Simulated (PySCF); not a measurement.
# Electron correlation in Cl²⁺ (chlorine, charge +2)

[Ne] 3s1 3p4, high-spin 4P determinant (an excited configuration). All numbers are calculated (PySCF 2.14, the spin-free X2C one-electron Hamiltonian (Gaussian nucleus), in x2c-QZVPPall (9s6p4d2f1g, 70 functions)). Frozen: 1s2; 13 electrons correlated.

| level | correlation energy (mhartree) |
| --- | --- |
| CCSD | -318.52 |
| (T) | -11.58 |
| CCSD(T) | -330.10 |

Diagnostics: T1 = 0.0081, D1 = 0.0333, largest double amplitude 0.199.

Q: Is a single reference adequate?

A: Not fully. A double-excitation amplitude exceeds 0.15, a sign of near-degeneracy.

This basis was not built for core-valence correlation, so the inner-shell part is incomplete.
